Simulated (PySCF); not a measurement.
Cartesian coordinates (Å):
```xyz
1

Br     0.0000     0.0000     0.0000
```
Charge 0, spin multiplicity 2.

Q: Predict the highest occupied spin orbital, total energy and dipole moment from PBE-D3(BJ)/def2-TZVP run with PySCF.

A: 
```yaml
highest_occupied_spin_orbital: -7.43 eV
total_energy: -2573.7208 Ha
dipole_moment: 0.00 D
```
